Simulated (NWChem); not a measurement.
System: Si3H7F; SMILES [SiH](F)([SiH3])[SiH3]

The following NWChem deck was run.

```
start job
memory heap 200 mb stack 900 mb global 1100 mb
geometry units angstroms noautoz
  Si    -0.522527     0.444774     0.000000
  F     -1.965650    -0.332784     0.000000
  Si     0.647093    -0.142242    -1.951067
  Si     0.647093    -0.142242     1.951067
  H     -0.799421     1.915356     0.000000
  H     -0.136552     0.211786    -3.173076
  H      1.942946     0.606074    -1.965367
  H      0.935607    -1.608565    -1.958269
  H     -0.136552     0.211786     3.173076
  H      1.942946     0.606074     1.965367
  H      0.935607    -1.608565     1.958269
end
basis spherical
  Si library def2-tzvp
  F library def2-tzvp
  H library def2-tzvp
end
dft
  xc hfexch
  iterations 150
  semidirect filesize 400000000
  mulliken
end
task dft energy
```

Structure relaxed at the PBE0/def2-SVP level.

Q: Give the results of this calculation. (Hartree-Fock/def2-TZVP.) Quantities: basis functions; energy (Ha); highest occupied level (eV); orbital gap (eV); dipole (D).

A: 
```
Quantity                      Result
---------------------------  -------
number of basis functions        184
energy (Ha)                  -970.44
highest occupied level (eV)   -10.53
orbital gap (eV)               12.78
dipole (D)                      1.42
```
